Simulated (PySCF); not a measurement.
**Electronic structure of Sb²⁺ (antimony, charge +2) at the UHF level**

Configuration: [Kr] 4d10 5s2 5p1, 2P determinant. Calculation: PySCF 2.14, in x2c-TZVPPall (8s6p4d2f, 60 functions); scalar relativity by spin-free X2C-1e.

- Total energy: -6477.048765 hartree
- One-electron energy: -8865.1892 hartree
- Hartree (Coulomb) energy: 2557.0572 hartree
- Exchange energy: -168.9168 hartree
- ⟨S²⟩: 0.7581
- ⟨L²⟩: 2.025
- Sum of ⟨r⟩: 30.35 bohr
- Sum of ⟨r²⟩: 38.55 bohr²
- Traceless quadrupole moment −½Σ⟨3z² − r²⟩ along its main axis: -3.04 e·bohr²
- Langevin diamagnetic susceptibility: -30.5 ×10⁻⁶ cm³/mol

| shell | electrons | mean orbital energy (eV) | spread (eV) | rms radius, mean of both spins (bohr) |
| --- | --- | --- | --- | --- |
| 1s α | 1 | -30661.6 | 0 | 0.0325 |
| 1s β | 1 | -30661.6 | 0 | 0.0325 |
| 2s α | 1 | -4776.6 | 0 | 0.133 |
| 2s β | 1 | -4776.6 | 0 | 0.133 |
| 2p α | 3 | -4285.9 | 0.027 | 0.118 |
| 2p β | 3 | -4285.9 | 0.089 | 0.118 |
| 3s α | 1 | -992.20 | 0 | 0.351 |
| 3s β | 1 | -992.14 | 0 | 0.351 |
| 3p α | 3 | -827.93 | 0.022 | 0.352 |
| 3p β | 3 | -827.84 | 0.260 | 0.352 |
| 3d α | 5 | -576.47 | 0.155 | 0.331 |
| 3d β | 5 | -576.45 | 0.224 | 0.331 |
| 4s α | 1 | -194.91 | 0 | 0.843 |
| 4s β | 1 | -194.75 | 0 | 0.843 |
| 4p α | 3 | -142.05 | 0.062 | 0.913 |
| 4p β | 3 | -141.87 | 0.631 | 0.913 |
| 4d α | 5 | -62.588 | 0.426 | 1.10 |
| 4d β | 5 | -62.441 | 0.711 | 1.10 |
| 5s α | 1 | -34.090 | 0 | 2.27 |
| 5s β | 1 | -31.737 | 0 | 2.27 |
| 5p α | 1 | -24.386 | 0 | 2.72 |

Densities and radii are taken from the X2C orbitals without a picture-change correction, which distorts them close to the nucleus.

Spin-orbit constants ζ (cm⁻¹) from the X2C one-electron operator on these orbitals: bare nucleus, nucleus screened by l(l+1)(2l+1)/3 electrons, and screened by the Breit-Pauli mean field of the electrons.

```
shell     bare  screened nucleus  mean field
   2p  1344000           1292000     1269000
   3p   251700            241800      236900
   3d    37920             30490       29280
   4p    43540             41840       40890
   4d     4780              3842        3618
   5p     4030              3872        3775
```

To first order the Landé constant is A = 3775 cm⁻¹, so the lowest level has J = 1/2 and lies 0.468 eV below the centre of the term. First order in ζ underestimates the shift of the j = l − 1/2 level at high Z.
